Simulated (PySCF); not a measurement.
# Electron correlation in Xe⁺ (xenon, charge +1)

[Kr] 4d10 5s2 5p5, 2P determinant. All numbers are calculated (PySCF 2.14, scalar relativity by spin-free X2C-1e, in x2c-TZVPPall with one added diffuse shell each of s, p, d, f type (9s7p5d3f, 76 functions)). Frozen: [Ar] 3d10; 25 electrons correlated.

MP2 pair energies summed by pair of shells (mhartree):

```
 pair   energy  share (%)
4d-4d  -258.12       41.7
4d-5p   -96.84       15.7
5p-5p   -65.52       10.6
4p-4d   -52.21        8.4
4d-5s   -39.54        6.4
5s-5p   -34.78        5.6
4p-4p   -24.39        3.9
4s-4d   -14.47        2.3
4p-5p    -8.09        1.3
4p-5s    -7.46        1.2
4s-4p    -7.28        1.2
5s-5s    -5.97        1.0
4s-4s    -2.14        0.3
4s-5p    -0.98        0.2
4s-5s    -0.51        0.1
```

Total MP2 correlation energy: -618.32 mhartree.

Same-spin part -224.27 and opposite-spin part -394.06 mhartree; SCS-MP2 scales them by 1/3 and 6/5 to -547.62 mhartree.

This basis was not built for core-valence correlation, so the inner-shell part is incomplete.
